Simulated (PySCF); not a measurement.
## Correlation energy of Ti⁺ (titanium, charge +1)

[Ar] 3d2 4s1, high-spin 4F determinant. Computed with PySCF 2.14 in def2-QZVPPD (11s6p5d3f2g, 93 functions), with no relativity, point nucleus. Frozen: [Ne]; 11 electrons correlated.

MP2 pair energies summed by pair of shells (mhartree):

```
 pair   energy  share (%)
3p-3p  -121.25       44.2
3p-3d   -71.56       26.1
3s-3p   -34.35       12.5
3p-4s   -15.03        5.5
3s-3d   -12.39        4.5
3s-3s    -7.02        2.6
3d-4s    -6.40        2.3
3d-3d    -5.13        1.9
3s-4s    -1.03        0.4
```

Total MP2 correlation energy: -274.18 mhartree.

Same-spin part -80.08 and opposite-spin part -194.10 mhartree; SCS-MP2 scales them by 1/3 and 6/5 to -259.61 mhartree.

This basis was not built for core-valence correlation, so the inner-shell part is incomplete.
